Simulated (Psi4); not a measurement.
H7NSi2, triplet, at the geometry of the source list (a higher spin typed on purpose: for a closed-shell molecule this is an excited state); CCSD/STO-3G (Psi4).

Psi4 was given this input:
```
memory 2 GB

molecule mol {
0 3
  Si    1.505600   -0.273400    0.362500
  N     0.071300   -0.102000   -0.591400
  Si   -1.522700    0.375800   -0.114700
  H     2.599900   -0.418600   -0.597900
  H     1.628100    0.937900    1.169000
  H     1.449400   -1.450200    1.239200
  H     0.100600   -0.606100   -1.463000
  H    -2.203100   -0.667200    0.663500
  H    -2.247700    0.620600   -1.361900
  H    -1.381400    1.583100    0.694700
}

set basis sto-3g
set reference uhf
set cc_type df
set mp2_type df
set scf_type df

energy('ccsd')
print_variables()
```

It wrote (shortened):

```
    For method 'CCSD', SCF Algorithm Type (re)set to DISK_DF.

   => Loading Basis Set <=

    Name: STO-3G
    Role: ORBITAL
    Keyword: BASIS

         ---------------------------------------------------------
                                   SCF
               by Justin Turney, Rob Parrish, Andy Simmonett
                          and Daniel G. A. Smith
                              UHF Reference
         ---------------------------------------------------------

  ==> Geometry <==

    Molecular point group: c1
    Full point group: C1

    Geometry (in Angstrom), charge = 0, multiplicity = 3:

       Center              X                  Y                   Z               Mass
    ------------   -----------------  -----------------  -----------------  -----------------
         SI           1.499556897431    -0.292046774105     0.375516812509    27.976926534650
         N            0.065256897431    -0.120646774105    -0.578383187491    14.003074004430
         SI          -1.528743102569     0.357153225895    -0.101683187491    27.976926534650
         H            2.593856897431    -0.437246774105    -0.584883187491     1.007825032230
         H            1.622056897431     0.919253225895     1.182016812509     1.007825032230
         H            1.443356897431    -1.468846774105     1.252216812509     1.007825032230
         H            0.094556897431    -0.624746774105    -1.449983187491     1.007825032230
         H           -2.209143102569    -0.685846774105     0.676516812509     1.007825032230
         H           -2.253743102569     0.601953225895    -1.348883187491     1.007825032230
         H           -1.387443102569     1.564453225895     0.707716812509     1.007825032230

  Running in c1 symmetry.

  Rotational constants: A =      0.84326  B =      0.10038  C =      0.09562 [cm^-1]
  Rotational constants: A =  25280.36589  B =   3009.20281  C =   2866.50690 [MHz]
  Nuclear repulsion =  157.235326133646026

  Charge       = 0
  Multiplicity = 3
  Electrons    = 42
  Nalpha       = 22
  Nbeta        = 20

  ==> Algorithm <==

  SCF Algorithm Type is DISK_DF.
  DIIS enabled.
  MOM disabled.
  Fractional occupation disabled.
  Guess Type is SAD.
  Energy threshold   = 1.00e-08
  Density threshold  = 1.00e-08
  Integral threshold = 1.00e-12

  ==> Primary Basis <==

  Basis Set: STO-3G
    Blend: STO-3G
    Number of shells: 20
    Number of basis functions: 30
    Number of Cartesian functions: 30
    Spherical Harmonics?: true
    Max angular momentum: 1

   => Loading Basis Set <=

    Name: (STO-3G AUX)
    Role: JKFIT
    Keyword: DF_BASIS_SCF

  ==> Integral Setup <==

  ==> DiskDFJK: Density-Fitted J/K Matrices <==

    J tasked:                  Yes
    K tasked:                  Yes
    wK tasked:                  No
    Integrals threads:           1
    Algorithm:                Core
    Integral Cache:           SAVE
    Schwarz Cutoff:          1E-12
    Fitting Condition:       1E-10

   => Auxiliary Basis Set <=

  Basis Set: (STO-3G AUX)
    Blend: DEF2-UNIVERSAL-JKFIT
    Number of shells: 143
    Number of basis functions: 459
    Number of Cartesian functions: 543
    Spherical Harmonics?: true
    Max angular momentum: 4

  Minimum eigenvalue in the overlap matrix is 2.7221160280E-01.
  Reciprocal condition number of the overlap matrix is 1.2515358822E-01.
    Using symmetric orthogonalization.

  ==> Pre-Iterations <==

  SCF Guess: Superposition of Atomic Densities via on-the-fly atomic UHF (no occupation information).

   -------------------------
    Irrep   Nso     Nmo
   -------------------------
     A         30      30
   -------------------------
    Total      30      30
   -------------------------

  ==> Iterations <==

                           Total Energy        Delta E     RMS |[F,P]|

   @DF-UHF iter SAD:  -626.07209987435044   -6.26072e+02   0.00000e+00
   @DF-UHF iter   1:  -628.67800603643877   -2.60591e+00   5.79497e-03 DIIS/ADIIS
   @DF-UHF iter   2:  -628.72524475970602   -4.72387e-02   2.65936e-03 DIIS/ADIIS
   @DF-UHF iter   3:  -628.73367677352314   -8.43201e-03   9.51391e-04 DIIS/ADIIS
   @DF-UHF iter   4:  -628.73567279188524   -1.99602e-03   2.58008e-04 DIIS/ADIIS
   @DF-UHF iter   5:  -628.73578512541860   -1.12334e-04   1.18920e-04 DIIS/ADIIS
   @DF-UHF iter   6:  -628.73581481175063   -2.96863e-05   3.76520e-05 DIIS
   @DF-UHF iter   7:  -628.73581821964626   -3.40790e-06   1.22214e-05 DIIS
   @DF-UHF iter   8:  -628.73581868672159   -4.67075e-07   3.97944e-06 DIIS
   @DF-UHF iter   9:  -628.73581874594311   -5.92215e-08   1.21203e-06 DIIS
   @DF-UHF iter  10:  -628.73581874978652   -3.84341e-09   5.60163e-07 DIIS
   @DF-UHF iter  11:  -628.73581875044545   -6.58929e-10   1.33321e-07 DIIS
   @DF-UHF iter  12:  -628.73581875049229   -4.68390e-11   5.21081e-08 DIIS
   @DF-UHF iter  13:  -628.73581875049979   -7.50333e-12   2.17438e-08 DIIS
   @DF-UHF iter  14:  -628.73581875050104   -1.25056e-12   5.87476e-09 DIIS
  Energy and wave function converged.

  ==> Post-Iterations <==

   @Spin Contamination Metric:   3.906146518E-03
   @S^2 Expected:                2.000000000E+00
   @S^2 Observed:                2.003906147E+00
   @S   Expected:                1.000000000E+00
   @S   Observed:                1.000000000E+00

    Orbital Energies [Eh]
    ---------------------

    Alpha Occupied:

[...]
      22A      0.102638

    Alpha Virtual:

[...]
    Beta Occupied:

[...]
    Beta Virtual:

[...]
      30A      0.737473

    Final Occupation by Irrep:
              A
    DOCC [    20 ]
    SOCC [     2 ]
    NA   [    22 ]
    NB   [    20 ]

  @DF-UHF Final Energy:  -628.73581875050104

   => Energetics <=

    Nuclear Repulsion Energy =            157.2353261336460264
    One-Electron Energy =               -1187.8753871905578308
    Two-Electron Energy =                 401.9042423064106515
    Total Energy =                       -628.7358187505010392

  UHF NO Occupations:
  HONO-2 :   20  A 1.9993181
[...]
  DIE_IF_NOT_CONVERGED          => (empty)
[...]
  REMP_A                        => (empty)
  RESTRICTED_DOCC               => (empty)
  RESTRICTED_UOCC               => (empty)
  RMS_MOGRAD_CONVERGENCE        => (empty)
  R_CONVERGENCE                 => (empty)
  SCF_TYPE                      => DISK_DF         !
  SCREENING                     => (empty)
  SCS_TYPE                      => (empty)
  SOCC                          => (empty)
  SOS_TYPE                      => (empty)
  TRIPLES_IABC_TYPE             => (empty)
  WFN                           => (empty)
  WFN_TYPE                      => DF-CCSD         !
  WRITER_FILE_LABEL             => (empty)
  ZORA_BASIS_TOLERANCE          => (empty)
  ZORA_NR_DEBUG                 => (empty)
  ZORA_PRUNING_SCHEME           => (empty)
  ZORA_RADIAL_POINTS            => (empty)
  ZORA_SPHERICAL_POINTS         => (empty)

	For this residual convergence, default PCG convergence is:     1.00e-07
	For this energy convergence, default residual convergence is:     3.16e-07

 ==============================================================================
 ==============================================================================
 ==============================================================================

                       DF-CCSD
              Program Written by Ugur Bozkaya, Asli Unal & Yavuz Alagoz
              Latest Revision Sep 9, 2020

 ==============================================================================
 ==============================================================================
 ==============================================================================

	MO spaces...

	 FC   AOCC   BOCC  AVIR   BVIR   FV
	------------------------------------------
	  0    22    20     8     10     0

	Number of basis functions in the DF-CC basis: 270

	Minimum required memory for amplitudes:      0.92 MB

	Computing DF-MP2 energy ...
	=======================================================================
	Nuclear Repulsion Energy (a.u.)    :   157.23532613364603
	DF-HF Energy (a.u.)                :  -628.73581875050104
	REF Energy (a.u.)                  :  -628.73581875050104
	Alpha-Alpha Contribution (a.u.)    :    -0.00493909686679
	Alpha-Beta Contribution (a.u.)     :    -0.10923194169880
	Beta-Beta Contribution (a.u.)      :    -0.00595672165943
	Scaled_SS Correlation Energy (a.u.):    -0.00363193950874
	Scaled_OS Correlation Energy (a.u.):    -0.13107833003855
	DF-SCS-MP2 Total Energy (a.u.)     :  -628.87052902004837
	DF-SOS-MP2 Total Energy (a.u.)     :  -628.87782027470951
	DF-SCS(N)-MP2 Total Energy (a.u.)  :  -628.75499539110717
	DF-MP2 Correlation Energy (a.u.)   :    -0.12012776022501
	DF-MP2 Total Energy (a.u.)         :  -628.85594651072608
	=======================================================================

 ==============================================================================
 ================ Performing DF-CCSD iterations... ============================
 ==============================================================================

  Iter       E_corr                  DE                 T2 RMS        T1 RMS
  ----   ----------------      ----------------       ----------    ----------
   1      -0.1510080214         -0.0308802612         3.84e-04      1.61e-03
   2      -0.1680780145         -0.0170699930         2.38e-04      3.28e-04
   3      -0.1687265996         -0.0006485851         3.96e-05      5.50e-04
   4      -0.1689291785         -0.0002025789         4.79e-05      2.04e-04
   5      -0.1690462928         -0.0001171143         2.34e-05      1.15e-04
   6      -0.1690469347         -0.0000006419         2.03e-05      1.13e-04
   7      -0.1690643675         -0.0000174328         8.03e-06      4.51e-05
   8      -0.1690739618         -0.0000095943         7.00e-06      6.66e-05
   9      -0.1690797885         -0.0000058266         1.28e-06      2.15e-05
  10      -0.1690721274          0.0000076611         1.25e-06      3.54e-05
  11      -0.1690662574          0.0000058700         8.02e-07      2.11e-05
  12      -0.1690638499          0.0000024075         6.12e-07      1.13e-05
  13      -0.1690630019          0.0000008480         4.71e-07      6.56e-06
  14      -0.1690619635          0.0000010384         2.46e-07      4.24e-06
  15      -0.1690604004          0.0000015631         2.16e-07      2.97e-06
  16      -0.1690604225         -0.0000000221         9.74e-08      1.47e-06
  17      -0.1690619287         -0.0000015062         1.96e-07      1.16e-06
  18      -0.1690623415         -0.0000004128         1.03e-07      6.69e-07
  19      -0.1690622049          0.0000001366         8.81e-08      7.33e-07
  20      -0.1690620063          0.0000001986         3.51e-08      3.74e-07
  21      -0.1690619764          0.0000000299         3.11e-08      7.66e-08

 ==============================================================================
 ===================== DF-CCSD ITERATIONS ARE CONVERGED =======================
 ==============================================================================

	T1 diagnostic reference value:     0.02000000000000
	T1 diagnostic                :     0.00406111035066

	=======================================================================
	================ CCSD FINAL RESULTS ===================================
	=======================================================================
	Nuclear Repulsion Energy (a.u.)    :   157.23532613364603
	SCF Energy (a.u.)                  :  -628.73581875050104
	REF Energy (a.u.)                  :  -628.73581875050104
	DF-CCSD Correlation Energy (a.u.)  :    -0.16906197643540
	DF-CCSD Total Energy (a.u.)        :  -628.90488072693643
	=======================================================================

  Variable Map:
  ----------------------------------------------------------------------------
[...]
  Array Variable Map:
  ----------------------------------------------------------------------------
[...]
[...]
```
